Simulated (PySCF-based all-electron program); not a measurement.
## GaAsH2F2, singlet: all-electron forces

All-electron Kohn–Sham DFT on the free molecule, computed near the basis limit with an in-house program on PySCF integrals; the spin-free Dirac equation, no spin–orbit coupling, spin-restricted. Forces are good to about 0.006 eV/Å. Atoms are numbered as listed.

Shape A:

```json
{"atom": "Ga", "x (Å)": "0.0000", "y (Å)": "0.0000", "z (Å)": "0.0000"}
{"atom": "As", "x (Å)": "0.0000", "y (Å)": "0.0000", "z (Å)": "2.3990"}
{"atom": "F", "x (Å)": "-0.0638", "y (Å)": "1.4608", "z (Å)": "-0.9974"}
{"atom": "F", "x (Å)": "-0.0638", "y (Å)": "-1.4608", "z (Å)": "-0.9974"}
{"atom": "H", "x (Å)": "1.0731", "y (Å)": "1.0996", "z (Å)": "2.3588"}
{"atom": "H", "x (Å)": "1.0731", "y (Å)": "-1.0996", "z (Å)": "2.3588"}
```

PBE forces:

```csv
atom,Fx,Fy,Fz (eV/Å)
Ga1,-0.019,0.000,-0.116
As2,0.086,0.000,0.007
F3,0.009,-0.083,0.056
F4,0.009,0.083,0.056
H5,-0.042,-0.037,-0.001
H6,-0.042,0.037,-0.001
```

Shape B:

```json
{"atom": "Ga", "x (Å)": "0.0000", "y (Å)": "0.0000", "z (Å)": "0.0000"}
{"atom": "As", "x (Å)": "0.0000", "y (Å)": "0.0000", "z (Å)": "2.1591"}
{"atom": "F", "x (Å)": "-0.0638", "y (Å)": "1.4608", "z (Å)": "-0.9974"}
{"atom": "F", "x (Å)": "-0.0638", "y (Å)": "-1.4608", "z (Å)": "-0.9974"}
{"atom": "H", "x (Å)": "1.0731", "y (Å)": "1.0996", "z (Å)": "2.1189"}
{"atom": "H", "x (Å)": "1.0731", "y (Å)": "-1.0996", "z (Å)": "2.1189"}
```

Against shape A, Ga1–As2 goes from 2.399 to 2.159 Å.

Problem. What forces does PBE give in shape B?

Solution. 

```json
{"atom": "Ga1", "Fx": "-0.023", "Fy": "0.000", "Fz (eV/Å)": "-3.364"}
{"atom": "As2", "Fx": "0.195", "Fy": "0.000", "Fz (eV/Å)": "3.330"}
{"atom": "F3", "Fx": "-0.005", "Fy": "-0.081", "Fz (eV/Å)": "-0.022"}
{"atom": "F4", "Fx": "-0.005", "Fy": "0.081", "Fz (eV/Å)": "-0.022"}
{"atom": "H5", "Fx": "-0.081", "Fy": "-0.036", "Fz (eV/Å)": "0.039"}
{"atom": "H6", "Fx": "-0.081", "Fy": "0.036", "Fz (eV/Å)": "0.039"}
```
